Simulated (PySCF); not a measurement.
## Correlation energy of Se⁺ (selenium, charge +1)

Starting occupation: [Ar] 3d10 4s1 4p3 4d1, 4s1/2 with m_j = +1/2, 4p3/2 with m_j = -1/2, +1/2, +3/2, 4d5/2 with m_j = +5/2. Calculation: PySCF 2.14, in x2c-TZVPall-2c with one added diffuse shell each of s, p, d type (7s8p5d1f, 63 functions); X2C-1e with screened-nucleus spin-orbit coupling, Gaussian nucleus. Frozen: [Ne]; 23 electrons correlated.

MP2 pair energies summed by pair of shells (mhartree):

| pair | energy | share (%) |
| --- | --- | --- |
| 3d-3d | -90.22 | 32.3 |
| 3d-3p | -73.83 | 26.4 |
| 3p-3p | -24.91 | 8.9 |
| 3d-3s | -20.26 | 7.3 |
| 3d-4p | -17.43 | 6.2 |
| 4p-4p | -13.81 | 4.9 |
| 3p-3s | -11.62 | 4.2 |
| 4d-4p | -7.09 | 2.5 |
| 3d-4s | -5.82 | 2.1 |
| 3p-4p | -4.11 | 1.5 |
| 4p-4s | -3.07 | 1.1 |
| 3d-4d | -1.68 | 0.6 |
| 3p-4s | -1.63 | 0.6 |
| 3s-3s | -1.47 | 0.5 |
| 3s-4p | -0.96 | 0.3 |
| 4d-4s | -0.80 | 0.3 |
| 3p-4d | -0.34 | 0.1 |
| 3s-4s | -0.29 | 0.1 |
| 3s-4d | -0.08 | 0.0 |

Total MP2 correlation energy: -279.42 mhartree.

The GHF reference relaxed away from the jj start to a determinant that is no pure jj level (⟨S²⟩ = 8.74, ⟨J²⟩ = 24.75); the energies belong to that determinant.

This basis was not built for core-valence correlation, so the inner-shell part is incomplete.
